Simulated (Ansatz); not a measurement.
System: PtH, net charge 0, doublet state. The spin state was set by rule; other spins were not relaxed. 
Coordinates optimised at B3LYP-D3(BJ)/def2-TZVP (Ansatz, a program for electronic structure):
```xyz
2

Pt     0.0000     0.0000    -0.0194
H      0.0000     0.0000     1.5122
```
Charge 0, spin multiplicity 2.

Total electronic energies in hartree. Correlated levels leave the core frozen unless marked. UHF or UKS for open shells. No spin-orbit coupling. Frozen are the shells of the preceding noble gas and the d and f shells that filled before the atom's block. Past Kr the def2 sets carry scalar-relativistic core potentials. 

The Hartree-Fock reference is unstable (checked in the largest basis), which strains HF and MP2. 

| level | program | energy (Eh) |
|---|---|---|
| HF/def2-SVPD | Ansatz | -118.96318 |
| RI-HF/def2-TZVPPD | Ansatz | -118.97140 |
| SVWN5/def2-TZVPD | Ansatz | -119.70402 |
| PBE/def2-TZVPD | Ansatz | -119.93452 |
| PBE-D4/def2-TZVPD | Ansatz + dftd4 | -119.93494 |
| BLYP-D3(BJ)/def2-TZVPD | Ansatz + dftd3 | -119.88389 |
| BLYP-D4/def2-TZVPD | Ansatz + dftd4 | -119.88381 |
| BLYP/def2-TZVPD | Ansatz | -119.88286 |
| revPBE-D4/def2-TZVPD | Ansatz + dftd4 | -119.98573 |
| r2SCAN/def2-TZVPD | Ansatz | -119.93851 |
| B3LYP-D3(BJ)/def2-TZVPD | Ansatz + dftd3 | -119.94090 |
| PBE0-D3(BJ)/def2-TZVP | Ansatz + dftd3 | -119.88148 |
| r2SCAN0-D4/def2-TZVPD | Ansatz + dftd4 | -119.87473 |
| HSE06-D3(BJ)/def2-TZVPD | Ansatz + dftd3 | -119.88098 |
| LC-wPBE-D4/def2-TZVPD | Ansatz + dftd4 | -119.90276 |
| wB97X-V/def2-TZVPD | Ansatz | -119.84733 |
| B2GP-PLYP-D3(BJ)/def2-TZVPD | Ansatz + dftd3 | -119.58825 |
| B2PLYP-D3(BJ)/def2-TZVPD | Ansatz + dftd3 | -119.65509 |
| RPA@PBE/def2-QZVPP | Ansatz | -119.50370 |
| SCS-MP2/def2-SVPD | Ansatz | -119.19383 |
| CCSD/def2-TZVPP | Ansatz | -119.30936 |
| CCSD(T)/def2-TZVPP | Ansatz | -119.32461 |

Totals of different functionals don't rank their quality; only differences between species are comparable.
